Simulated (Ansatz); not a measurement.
A nudged elastic band was laid between two geometries of FGeH$_{3}$ (5 atoms, charge 0, multiplicity 1).

All numbers below come from Ansatz, RKS BLYP/def2-SVP.

- movable images: 7
- climbing image: yes
- spring: 5.0 eV/Å²
- optimiser: quadratic models (default)
- start path: through a guess of the saddle point
- force threshold: 0.05 eV/Å
- iteration limit: 60
- end points: relaxed

Initial state:

```xyz
5
Properties=species:S:1:pos:R:3
Ge 0.260 0.000 0.101
F 0.333 0.000 1.868
H 1.726 0.000 -0.408
H -0.501 1.287 -0.315
H -0.501 -1.287 -0.315
```

Final state:

```xyz
5
Properties=species:S:1:pos:R:3
Ge 0.024 0.000 -0.772
F 1.191 0.000 1.302
H 2.038 0.000 0.886
H -0.968 1.158 -0.242
H -0.968 -1.158 -0.242
```

(1) Which bonds break or form, and what moves?

(2) What energy profile does the band end with?

(3) What is the geometry of the highest image?

(4) What are the harmonic wavenumbers there?

Answers

(1) Bonds broken: Ge1–F2, Ge1–H3. Bonds formed: F2–H3. FGeH3 becomes FH + GeH2.

(2) The forces met the threshold. The highest image is number 5 of 0 to 8, 2.35 eV above the first end and 0.55 eV above the last; the last end lies 1.80 eV above the first. A vibrational analysis at the climbing image gives one clearly imaginary mode, 1103i cm⁻¹: a first-order saddle point. The orbitals stay closed-shell, which can raise the energy where a bond breaks towards radicals; this wasn't checked here.

| image | path coordinate (Å) | energy (eV) | Ge1–F2 (Å) | Ge1–H3 (Å) | F2–H3 (Å) |
| --- | --- | --- | --- | --- | --- |
| 0 | 0.00 | 0.00 | 1.77 | 1.55 | 2.67 |
| 1 | 0.26 | 0.12 | 1.77 | 1.54 | 2.44 |
| 2 | 0.53 | 0.51 | 1.78 | 1.54 | 2.15 |
| 3 | 0.79 | 1.22 | 1.84 | 1.53 | 1.86 |
| 4 | 1.06 | 2.00 | 1.95 | 1.56 | 1.57 |
| 5 | 1.32 | 2.35 | 2.07 | 1.66 | 1.29 |
| 6 | 1.63 | 2.02 | 2.23 | 1.90 | 1.02 |
| 7 | 1.93 | 1.84 | 2.36 | 2.25 | 0.96 |
| 8 | 2.23 | 1.80 | 2.38 | 2.61 | 0.94 |

(3) 
```xyz
5
Properties=species:S:1:pos:R:3:forces:R:3
Ge 0.204 0.000 -0.364 -0.01 0.00 -0.02
F 1.001 0.000 1.548 0.00 0.00 0.02
H 1.655 0.000 0.435 -0.01 0.00 -0.01
H -0.772 1.236 -0.344 0.01 0.00 0.00
H -0.772 -1.236 -0.344 0.01 0.00 0.00
```

(4) 1103i, 419, 509, 672, 685, 916, 1770, 1961, 1986 cm⁻¹.

Run time: 24 s on 1 thread of Intel(R) Xeon(R) 6975P-C (Granite Rapids) (shared host), peak memory 0.12 GiB.
